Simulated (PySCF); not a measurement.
# [La(BH4)2]+ at several levels of theory

Computed with PySCF 2.14.0 (density fitting, no spin-orbit coupling) at the geometry relaxed with PBE0:

```xyz
11
[La(BH4)2]+ (singlet)
La    0.0000    0.0000   -0.5243
B     2.0411    0.0020    0.9231
H     2.9604    0.0238    1.6929
H     1.1120   -0.7853    1.2785
H     2.3217   -0.3155   -0.2588
H     1.4366    1.1158    0.8242
B    -2.0411   -0.0020    0.9232
H    -2.9604   -0.0238    1.6928
H    -1.1120    0.7853    1.2786
H    -2.3216    0.3156   -0.2588
H    -1.4366   -1.1158    0.8242
```

| level | basis | state | HOMO (eV) | gap (eV) | charge on La1 (e) | population of f-type functions on La1 (polarisation alone where 4f lies in the core) | dipole about the centre of mass (D) | largest force component (eV/Å) |
| --- | --- | --- | --- | --- | --- | --- | --- | --- |
| PBE0 | La lcecp-1-SVP with ECP46, B def2-SVP, H def2-SVP | singlet | -13.68 | 6.22 | 1.15 | 0.06 | 5.14 | 0.01 |
| B3LYP | the same | singlet | -13.43 | 5.66 | 1.08 | 0.06 | 5.16 | 0.37 |
| PBE | the same | singlet | -12.31 | 4.07 | 0.95 | 0.06 | 4.71 | 0.27 |

In the lcecp rows the 4f levels are missing from HOMO and gap, and the state counts the valence alone.

Charges are Mulliken's, which hang on the basis. The relaxation used the grid (50, 194), these runs (75, 302) or, all-electron (x2c bases, spin-free X2C Hamiltonian), (99, 590).

**Question.** What does PBE0 with La lcecp-1-TZVP with ECP46, B def2-TZVP, H def2-TZVP give here?

**Answer.** state singlet, HOMO (eV) -13.68, gap (eV) 6.28, charge on La1 (e) 1.45, population of f-type functions on La1 (polarisation alone where 4f lies in the core) 0.09, dipole about the centre of mass (D) 5.13, largest force component (eV/Å) 0.24. Time: 13 s on 2 threads of Arm Neoverse V1 (shared host), from free ions and atoms.

In the first row's basis the gap widens with exact exchange: 4.1 eV for PBE (none); 5.7 to 6.2 eV for B3LYP, PBE0 (a fixed share).
